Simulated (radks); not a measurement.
Results of a calculation; reference values are marked as such.
All-electron atom: Ba+ in [Xe] 6s1 (the NIST ground configuration).

Code: a radial shooting solver on a logarithmic mesh with Libxc functionals. Model: non-relativistic Kohn-Sham, r2SCAN, spin-polarised, spherical densities, point nucleus; open shells are filled with parallel spins first (spin-orbit coupling, left out, can overturn this in heavy ions); meta-GGA in the generalised Kohn-Sham scheme; relativity is left out, which matters for an element this heavy.

Energy parts (hartree):
total: -7886.1095
kinetic: 7883.4604
electron-nucleus: -18663.9477
Hartree: 3086.1007
exchange-correlation: -191.7228

Orbitals (lengths in bohr, moments of r in powers of bohr; <r^-3> diverges for s and p1/2; r(90%) holds 90 % of the orbital's charge):
| orbital | occ. | eigenvalue (hartree) | <r^-3> | r(90%) |
|---|---|---|---|---|
| 1s up | 1 | -1309.394 | - | 0.0482 |
| 1s down | 1 | -1309.394 | - | 0.0482 |
| 2s up | 1 | -202.1986 | - | 0.179 |
| 2s down | 1 | -202.1985 | - | 0.179 |
| 2p up | 3 | -190.6596 | 5836 | 0.160 |
| 2p down | 3 | -190.6594 | 5836 | 0.160 |
| 3s up | 1 | -43.05276 | - | 0.447 |
| 3s down | 1 | -43.05248 | - | 0.447 |
| 3p up | 3 | -38.10896 | 1127 | 0.442 |
| 3p down | 3 | -38.10865 | 1127 | 0.442 |
| 3d up | 5 | -28.94151 | 185.3 | 0.417 |
| 3d down | 5 | -28.94121 | 185.3 | 0.417 |
| 4s up | 1 | -8.68255 | - | 1.01 |
| 4s down | 1 | -8.68173 | - | 1.01 |
| 4p up | 3 | -6.85948 | 232.4 | 1.06 |
| 4p down | 3 | -6.85862 | 232.4 | 1.06 |
| 4d up | 5 | -3.69837 | 31.17 | 1.20 |
| 4d down | 5 | -3.69724 | 31.18 | 1.20 |
| 5s up | 1 | -1.39224 | - | 2.46 |
| 5s down | 1 | -1.38976 | - | 2.47 |
| 5p up | 3 | -0.91790 | 31.58 | 2.82 |
| 5p down | 3 | -0.91519 | 31.62 | 2.80 |
| 6s up | 1 | -0.28173 | - | 6.42 |

The highest occupied level is 6s up at -7.666 eV. Virial ratio -V/T = 2.00034. The spin density at the nucleus is 5.460 e/bohr^3 (1s 0.035, 2s 0.016, 3s 0.008, 4s 0.023, 5s 0.199, 6s 5.180).
